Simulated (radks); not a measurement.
The numbers below are computed, except where a source is named.
Problem. Coherent X-ray form factor from a spherical all-electron density. Level of theory: scalar-relativistic Kohn-Sham, SCAN, spin-polarised, spherical densities, finite nucleus; meta-GGA in the generalised Kohn-Sham scheme; Fermi nuclear charge, rms radius of each element as measured or else 0.836 A^(1/3) + 0.57 fm (a radial shooting solver on a logarithmic mesh with Libxc functionals).

sin(theta)/lambda (1/angstrom),f0 (electrons)
0.05,74.236
0.1,72.102
0.15,68.990
0.2,65.355
0.25,61.573
0.3,57.887
0.4,51.230
0.5,45.631
0.6,40.911
0.8,33.271
1,27.308
1.25,21.842
1.5,18.270
2,14.349

The species is in the configuration that NIST lists as its ground one. Which atom or ion scatters so?

Solution. The iridium ion Ir2+, [Xe] 4f14 5d7. Extrapolating in s^2 from the first two rows gives f0(0) = 74.9, near the electron count 75; among species with that count, the fall with angle is slower the higher Z, and the table is that of Z = 77; from so few rows the species is fixed only to a neighbour or two.
